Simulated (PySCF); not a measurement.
H3NTe. Atoms are numbered in the order given.

```xyz
5

Te     0.0324     0.3044     0.0000
H     -1.6307     0.5381     0.0000
N      0.0938    -1.7347     0.0000
H     -0.3559    -2.1125     0.8244
H     -0.3559    -2.1125    -0.8244
```

Geometry: B3LYP-D3(BJ)/def2-TZVP. The def2 effective core potentials stand for the cores of Te; spin–orbit coupling is left out.

Level of theory: CAM-B3LYP/def2-TZVPD (PySCF).

Mulliken values depend strongly on the basis, most of all with diffuse functions as here. ESP charges are fitted to the potential on shells at 1.4 to 2.0 van der Waals radii. Atomic charges (e):

| atom | Mulliken | ESP fit |
|---|---|---|
| Te1 | 0.17 | 0.05 |
| H2 | 0.02 | 0.01 |
| N3 | -0.70 | -0.67 |
| H4 | 0.26 | 0.30 |
| H5 | 0.26 | 0.30 |
